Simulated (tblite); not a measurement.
C5H5FOSi.
Numbering: `[CH:1]#[C:2][SiH2:3]/[C:4]([F:5])=[CH:6]\[CH:7]=[O:8]` (hydrogens: H9 on C1; H10, H11 on Si3; H12 on C6; H13 on C7)

Cartesian coordinates in Å at the GFN2-xTB level; atoms count from 1:
```xyz
13
C5H5FOSi angstrom
C      2.402    1.235    1.010
C      1.797    0.272    0.617
Si     0.897   -1.229    0.028
C     -0.514   -0.612   -1.108
F     -0.427   -1.091   -2.366
C     -1.546    0.190   -0.829
C     -1.739    0.762    0.491
O     -2.662    1.466    0.814
H      2.926    2.082    1.350
H      0.313   -1.957    1.157
H      1.766   -2.055   -0.810
H     -2.279    0.441   -1.585
H     -0.939    0.496    1.213
```

Level: GFN2-xTB in tblite, geometry and Hessian alike; calculated harmonic values, unscaled, isolated species. Against measured fundamentals such values can be off by several per cent, at times by over 20. Modes of hydrogen on silicon can be 10 to 20 % off. One conformer, not necessarily the lowest.

Harmonic wavenumbers (cm⁻¹): 33.6, 73.7, 120.9, 141.6, 215.4, 224.6, 264.5, 272.7, 393.0, 424.3, 474.9, 504.5, 566.9, 650.3, 669.8, 684.0, 686.7, 735.2, 762.7, 874.1, 921.3, 1103.0, 1141.9, 1240.7, 1374.2, 1628.3, 1745.1, 2206.5, 2251.4, 2277.3, 2736.6, 3063.8, 3357.2.

A = 1771, B = 1302, C = 848.7 MHz; mass 128.009 u (most abundant isotopes); point group C1, symmetry number 1.

Question: What is the zero-point energy?

Answer: ½Σν̃ = 16910 cm⁻¹ = 48.35 kcal/mol.

Question: What is S at 200 K and 1 bar for an ideal gas of classical rigid rotors and harmonic oscillators?

Answer: Translation 38.50, rotation 28.30, vibration 19.05: S = 85.8 cal/(mol K).

Question: And Cp and H(200 K) − H(0)?

Answer: Cp = 28.30 cal/(mol K), of which vibrations give 20.35 (their classical limit is 33 R = 65.6); H(200 K) − H(0) = 3.64 kcal/mol without the zero-point energy, 2.05 from vibrations.

Question: Blend soft modes into free rotors: weight 1/[1 + (100 cm⁻¹/ν̃)⁴] for the oscillator and the rest for a rotor with moment μB/(μ + B), μ = h/(8π²ν), B = 10⁻⁴⁴ kg m². What vibrational entropy results?

Answer: 17.46 cal/(mol K) in place of 19.05, which changes −T·S at 200 K by +0.32 kcal/mol.

Question: Which modes carry the vibrational entropy at 200 K?

Answer: 33.6 cm⁻¹: 4.81; 73.7 cm⁻¹: 3.27; 120.9 cm⁻¹: 2.33; 141.6 cm⁻¹: 2.03; 215.4 cm⁻¹: 1.30; 224.6 cm⁻¹: 1.24 cal/(mol K); the other 27 give 4.07 together.

Question: How do the functions run with temperature in this model?

Answer: 
```
T (K)  S (cal/(mol K))  Cp (cal/(mol K))  H − H(0) (kcal/mol)  G − H(0) (kcal/mol)  ln q(vib)
  100             70.0              18.5                 1.29                -5.70       1.85
  300             98.9              36.4                 6.90               -22.78       6.98
  500            120.3              47.3                15.37               -44.80      11.81
  800            144.8              56.6                31.10               -84.74      18.15
 1000            157.9              60.6                42.84              -115.05      21.84
```

q(vib) and H(0) count from the zero-point level.

Hindered rotation and anharmonicity are outside this model. Other conformers, if any are populated, would add a mixing term that is left out. The structure is chiral; the term R ln 2 for an equal mix with its mirror image is left out.
